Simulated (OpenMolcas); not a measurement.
**Fe: effect of the active space**

```json
{
 "Program": "OpenMolcas 26.06",
 "Method": "MS-CASPT2, IPEA 0.25 Eh, imaginary shift 0.1 Eh",
 "Basis": "ANO-R1",
 "Scalar Hamiltonian": "X2C, finite nucleus",
 "Spin-orbit coupling": "RASSI with atomic mean-field integrals over the reference wave functions, term energies averaged over their components"
}
```

A. 6 electrons in 5 orbitals (3d); 2S+1 = 5 even, 5 roots; 2S+1 = 3 even, 45 roots; 2S+1 = 1 even, 50 roots (35 in the spin-orbit step); closed shells correlated: 3s 3p 4s; CASPT2 step of the order of 7 core-seconds
B. 8 electrons in 6 orbitals (3d 4s); 2S+1 = 5 even, 15 roots; 2S+1 = 3 even, 68 roots kept (CI in the orbitals of an earlier block); 2S+1 = 1 even, 31 roots kept (CI in the orbitals of an earlier block); closed shells correlated: 3s 3p; CASPT2 step roughly 18 core-seconds

Energies in cm-1 above 3d6 4s2 5D4, the measured ground level; measured values from NIST Handbook of Basic Atomic Spectroscopic Data.

| Level | A | B | Measured |
| --- | --- | --- | --- |
| 3d6 4s2 5D4 | 0.0 | 0.0 | 0.0 |
| 3d6 4s2 5D3 | 428 | 383 | 416 |
| 3d6 4s2 5D2 | 727 | 656 | 704 |
| 3d6 4s2 5D1 | 920 | 832 | 888 |
| 3d6 4s2 5D0 | 1015 | 919 | 978 |
| 3d6 4s2 3H6 | 20390 | 21550 | 19390 |
| 3d6 4s2 3H5 | 20600 | 21750 | 19621 |
| 3d6 4s2 3H4 | 20750 | 21880 | 19788 |
| 3d6 4s2 3G5 | 25000 | 26020 | 23784 |
| 3d6 4s2 3G4 | 25360 | 26360 | 24119 |
| 3d6 4s2 3G3 | 25540 | 26530 | 24339 |

Deviations, from unrounded energies. A percentage is the sum of absolute deviations over the sum of measured energies, with the sign that they share, or ± where signs differ.

```
                        Against measurement  Levels     A      B
             mean absolute deviation (cm-1)      10   670   1300
      fine structure of the ground term (%)       4  +3.5   -6.6
other terms of the ground configuration (%)       6  +5.0  +10.0
```

A lies closest to measurement on these levels. The largest miss of A in the table is 3d6 4s2 3G4, by +1200 cm-1. The ranking rests on the paired levels alone, and a cruder setting can come out closer through cancelling errors.

The spin-orbit steps hold different terms of 3d6 4s2 (B lacks 1D, 1F, 1S, a 3F, a 3P), which shifts levels as well.

Between A and B the level of the table that moves most is 3d6 4s2 3H6, by 1200 cm-1 (lowest in A, highest in B). Moves below CASPT2's spread within the term are not significant.

CASPT2 does not keep the components of a term degenerate, so their means are used; among the terms shown or strongly mixed into the levels shown the widest spread is 1000 cm-1 (3d6 4s2 3H, B). Some high roots are left out of the spin-orbit mixing, which shifts the levels that they would mix with (holds for A). With the s shell closed, the reference lacks s² → p², s² → d² and s → d mixing, so excited terms can stand far too high and out of order, with CASPT2 too (holds for A). Terms from blocks run as CI alone lack orbitals of their own (holds for B). Computed and measured levels are paired by configuration, term and J; levels that our copy of the source lacks, or whose pairing is in doubt (as where it misses far off the trend of its configuration), stay unpaired and out of the deviations. Levels of configurations outside the active space are missing. The table leaves out levels that lie high or whose names do not pair safely across all columns.
